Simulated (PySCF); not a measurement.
H₅MgNSi, singlet, geometry from GFN2-xTB (such geometries of metal compounds can be far from the true shape), atoms displaced at random by about 0.03 Å a coordinate; R2SCAN/STO-3G, gradient run with PySCF.

Here is a job for PySCF.
```python
from pyscf import gto, scf, dft

mol = gto.M(
    atom='''
Mg    0.327176    0.738144   -0.126869
N    -0.409492    1.757108   -1.479442
H    -0.485825    2.714873   -1.702284
H    -0.757706    1.388906   -2.394171
Si    0.047349   -1.445254    0.921777
H     0.134680   -2.528384   -0.129140
H    -1.302072   -1.626394    1.580387
H     0.991475   -1.915369    1.962940
''',
    basis='sto-3g',
    charge=0,
    spin=0,
    verbose=4,
)

mf = dft.RKS(mol)
mf.xc = 'r2scan'
mf.conv_tol = 1e-4
mf.kernel()
g = mf.nuc_grad_method()
grad = g.kernel()
```

The log (banner, timings and long lists left out):

```
PySCF version 2.14.0

[INPUT] verbose = 4
[INPUT] num. atoms = 8
[INPUT] num. electrons = 38
[INPUT] charge = 0
[INPUT] spin (= nelec alpha-beta = 2S) = 0
[INPUT] symmetry False subgroup None
[INPUT] Mole.unit = angstrom
[INPUT] Symbol           X                Y                Z      unit          X                Y                Z       unit  Magmom
[INPUT]  1 Mg     0.327176000000   0.738144000000  -0.126869000000 AA    0.618273034531   1.394890000491  -0.239747663697 Bohr   0.0
[INPUT]  2 N     -0.409492000000   1.757108000000  -1.479442000000 AA   -0.773827730200   3.320452891282  -2.795740197179 Bohr   0.0
[INPUT]  3 H     -0.485825000000   2.714873000000  -1.702284000000 AA   -0.918076194467   5.130366432976  -3.216850546229 Bohr   0.0
[INPUT]  4 H     -0.757706000000   1.388906000000  -2.394171000000 AA   -1.431856822940   2.624651952765  -4.524327485376 Bohr   0.0
[INPUT]  5 Si     0.047349000000  -1.445254000000   0.921777000000 AA    0.089476642272  -2.731134240432   1.741906077923 Bohr   0.0
[INPUT]  6 H      0.134680000000  -2.528384000000  -0.129140000000 AA    0.254508314456  -4.777953297732  -0.244039231726 Bohr   0.0
[INPUT]  7 H     -1.302072000000  -1.626394000000   1.580387000000 AA   -2.460559474465  -3.073439230636   2.986498600823 Bohr   0.0
[INPUT]  8 H      0.991475000000  -1.915369000000   1.962940000000 AA    1.873616209353  -3.619522837482   3.709418998954 Bohr   0.0

nuclear repulsion = 113.126086211391
number of shells = 18
number of NR pGTOs = 84
number of NR cGTOs = 28
basis = sto-3g
ecp = {}

******** <class 'pyscf.dft.rks.RKS'> ********
method = RKS
initial guess = minao
damping factor = 0
level_shift factor = 0
DIIS = <class 'pyscf.scf.diis.CDIIS'>
diis_start_cycle = 1
diis_space = 8
diis_damp = 0
SCF conv_tol = 0.0001
SCF conv_tol_grad = None
SCF max_cycles = 50
direct_scf = True
direct_scf_tol = 1e-13
XC library pyscf.dft.libxc version 7.1.2
    S. Lehtola, C. Steigemann, M. J. T. Oliveira, and M. A. L. Marques,  SoftwareX 7, 1–5 (2018)
XC functionals = r2scan
    J. W. Furness, A. D. Kaplan, J. Ning, J. P. Perdew, and J. Sun,  J. Phys. Chem. Lett. 11, 8208–8215 (2020)
    J. W. Furness, A. D. Kaplan, J. Ning, J. P. Perdew, and J. Sun,  J. Phys. Chem. Lett. 11, 9248–9248 (2020)
    J. W. Furness, A. D. Kaplan, J. Ning, J. P. Perdew, and J. Sun,  J. Phys. Chem. Lett. 11, 8208–8215 (2020)
    J. W. Furness, A. D. Kaplan, J. Ning, J. P. Perdew, and J. Sun,  J. Phys. Chem. Lett. 11, 9248–9248 (2020)
radial grids:
    Treutler-Ahlrichs [JCP 102, 346 (1995); DOI:10.1063/1.469408] (M4) radial grids

becke partition: Becke, JCP 88, 2547 (1988); DOI:10.1063/1.454033
pruning grids: <function nwchem_prune>
grids dens level: 3
symmetrized grids: False
atomic radii adjust function: <function treutler_atomic_radii_adjust>
small_rho_cutoff = 0
Set gradient conv threshold to 0.01
Initial guess from minao.
tot grids = 100704
init E= -540.224010838747
  HOMO = -0.280958624299171  LUMO = 0.0185987663014338  gap/eV = 8.15137
cycle= 1 E= -540.495499584006  delta_E= -0.271  |g|= 0.636  |ddm|= 3.21
  HOMO = 0.139689416957267  LUMO = 0.179907998222057  gap/eV = 1.09440
cycle= 2 E= -539.406183042849  delta_E= 1.09  |g|= 1.65  |ddm|= 3.62
  HOMO = -0.062314237110215  LUMO = 0.187100110664982  gap/eV = 6.78691
cycle= 3 E= -540.620578588201  delta_E= -1.21  |g|= 0.122  |ddm|= 3.34
  HOMO = -0.00449369864707272  LUMO = 0.15580613549079  gap/eV = 4.36198
cycle= 4 E= -540.629043435244  delta_E= -0.00846  |g|= 0.0391  |ddm|= 0.376
  HOMO = -0.00564869821989655  LUMO = 0.155348856428928  gap/eV = 4.38097
cycle= 5 E= -540.629626121875  delta_E= -0.000583  |g|= 0.015  |ddm|= 0.102
  HOMO = -0.00710170550161116  LUMO = 0.155412437677506  gap/eV = 4.42224
cycle= 6 E= -540.629719907698  delta_E= -9.38e-05  |g|= 0.00142  |ddm|= 0.0293
  HOMO = -0.00762548424614673  LUMO = 0.154907472597014  gap/eV = 4.42275
Extra cycle  E= -540.629720215062  delta_E= -3.07e-07  |g|= 0.00101  |ddm|= 0.00399
converged SCF energy = -540.629720215062

******** <class 'pyscf.grad.rks.Gradients'> for <class 'pyscf.dft.rks.RKS'> ********
unit = Eh/Bohr
grid_response = False
--------------- RKS gradients ---------------
         x                y                z
0 Mg     0.0195817410     0.0171355490     0.0093816655
1 N    -0.0020778583     0.0517732005    -0.0020601093
2 H    -0.0054208041    -0.0650453304    -0.0064825837
3 H    -0.0046983801     0.0194771443    -0.0079879550
4 Si     0.0038442767    -0.0015317057     0.0059071033
5 H     0.0039414321    -0.0158068466    -0.0189389133
6 H    -0.0223392497    -0.0008974484     0.0124131627
7 H     0.0079047076    -0.0049287377     0.0092733126
----------------------------------------------
```
